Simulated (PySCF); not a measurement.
## Polarisability of `FC(F)(F)P(C(=S)[S-])C(F)(F)F`

C₃F₆PS₂ (charge -1).
Cartesian coordinates in Å at the PBE0-D3(BJ)/def2-SVP level; atoms count from 1:
```xyz
12
C3F6PS2 angstrom
F     -1.3353   -0.5494    1.4204
C     -1.4106   -0.7563    0.1044
F     -2.5103   -0.0964   -0.3231
F     -1.6587   -2.0540   -0.0905
P      0.1030   -0.2306   -0.9368
C      1.5722   -1.0580   -0.1630
S      1.4155   -2.3823    0.8271
S      2.9295   -0.2902   -0.7933
C      0.2208    1.5018   -0.1555
F      0.9877    2.3129   -0.8863
F     -1.0019    2.0719   -0.1208
F      0.6880    1.5304    1.0918
```

Level: wB97X-D/def2-SVPD (PySCF), static field, nuclei fixed, core orbitals frozen in the response. The polarisability tensor in these axes (au):

```
x   140.21   2.22  -7.96
y     2.22 129.81 -22.93
z    -7.96 -22.93 105.05
```

**Question.** What are the eigenvalues, a third of the trace, and Δα (Δα² = ½Σ(αi − αj)² over the three pairs)?

**Answer.** Principal values 90.71, 136.10 and 148.27 au; mean 125.02 au = 18.53 Å³ = 20.61 × 10⁻⁴⁰ C²·m²/J; Δα = 52.54 au (42 % of the mean).

**Question.** Along which axes do the principal values lie, and how far do the nuclei extend along each?

**Answer.** Largest value along (0.62, 0.64, -0.45), where the nuclei span 4.79 Å; middle along (0.77, -0.59, 0.24), 4.71 Å; least along (0.12, 0.50, 0.86), 3.07 Å. 

**Question.** Traceless (Buckingham) quadrupole moment about the centre of nuclear charge: eigenvalues?

**Answer.** -18.01, 0.47, 17.55 D·Å. The values depend on the origin, since the species is charged. The electronic extent ⟨r²⟩ about the same centre is 2529 bohr², a root-mean-square distance of 2.43 Å for the 120 electrons.

**Question.** What depolarisation ratio follows for Rayleigh scattering of linearly polarised light, taking the static tensor?

**Answer.** ρ = 3Δα²/(45ᾱ² + 4Δα²) = 8281.9/(703405 + 11042.5) = 0.0116.

**Question.** In TDDFT the mean static polarisability is Σ f/ω² over all singlet excitations (ω in hartree). How much of it do the 10 lowest give? Their energies (eV) and oscillator strengths: 2.57, 0.0002; 2.83, 0.0012; 3.88, 0.1594; 5.14, 0.0111; 5.22, 0.0011; 5.30, 0.0131; 5.37, 0.0071; 5.41, 0.0415; 5.46, 0.0068; 5.58, 0.2019.

**Answer.** They add up to 14.88 au, 11.9 % of the 125.02 au; the largest single term is 7.85 au, from the state at 3.88 eV. Terms in order: 0.02, 0.11, 7.85, 0.31, 0.03, 0.35, 0.18, 1.05, 0.17, 4.81 au. Higher excitations give the rest. The strengths listed sum to 0.444.

Geometry: PBE0-D3(BJ)/def2-SVP, one conformer, isolated ion. The geometry's basis has no diffuse functions.

These values come from a run that also computed excited states. Hardware: one thread, Arm Neoverse V2, no GPU (shared host). Cost: 2.0 min wall (with the writing of density and orbital grids).
